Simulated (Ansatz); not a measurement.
Gas-phase electronic energies from Ansatz, PBE0-D4/def2-TZVP geometries. CBS: MP2 limit from def2 TZ/QZ plus the TZ coupled-cluster correction, frozen cores. This one scheme is used for every species. Functionals use def2-TZVPP. HSE06 is defined as in plane-wave codes. One conformer a species, not always the lowest.

Reaction (ligand exchange at the Si–N bond): `N[SiH](O)F` + H–F → `O[SiH](F)F` + NH₃

`N[SiH](O)F`:

```xyz
8

N    -0.772    0.228    0.872
Si    0.138   -0.390   -0.424
O     1.134    0.751   -1.023
F     0.929   -1.626    0.202
H    -1.114   -0.385    1.594
H    -1.350    1.044    0.768
H    -0.589   -0.899   -1.601
H     1.624    1.277   -0.388
```

H–F:

Cartesian coordinates in Å:
```
F 0.264 0.372 0.062
H -0.264 -0.372 -0.062
```

`O[SiH](F)F`:

Cartesian coordinates in Å:
```
O 0.975 -0.172 -0.800
Si -0.373 0.091 0.048
F -0.161 1.238 1.119
F -0.788 -1.193 0.877
H 1.790 -0.424 -0.363
H -1.442 0.459 -0.880
```

NH₃:

Cartesian coordinates in Å:
```
N -0.181 0.191 0.101
H 0.476 -0.113 0.808
H -0.657 -0.636 -0.238
H 0.362 0.558 -0.671
```

Task: Is it downhill or uphill in electronic energy at CCSD(T)/CBS, and by how much? (Estimate.)

Result: Ansatz gave: Downhill: ΔE = -86.4 kJ/mol.

Task: What do these levels give: r2SCAN0-D4, HSE06-D4, BHLYP-D4, ωB97M-V, PBE, revPBE, r2SCAN0, HSE06, BHLYP, CAM-B3LYP, CCSD(T)/def2-TZVPP, SCS-MP2/def2-QZVPP? (An estimate is asked.)

Result: The calculation gave: r2SCAN0-D4 -88.8, HSE06-D4 -82.8, BHLYP-D4 -91.2, ωB97M-V -88.3, PBE -86.3, revPBE -88.3, r2SCAN0 -89.7, HSE06 -85.3, BHLYP -95.1, CAM-B3LYP -93.6, CCSD(T)/def2-TZVPP -88.2, SCS-MP2/def2-QZVPP -89.8 kJ/mol.

Largest T1 diagnostic among the species: 0.011.

Leaving LDA and LC-ωPBE aside and taking each functional with its dispersion term where it has one, the values, not all of them listed here, spread over 15.6 kJ/mol, from B97M-V to revPBE-D4. LDA lies +6.7 kJ/mol from PBE without D4. The D4 term adds +5.0 kJ/mol with B3LYP and +2.7 kJ/mol with PBE0; it sums over pairs of atoms, weighted by their polarisabilities, and B3LYP, whose exchange is more repulsive, gets the larger term.

B3LYP here is the variant with VWN-RPA as its local correlation; programs differ in this.
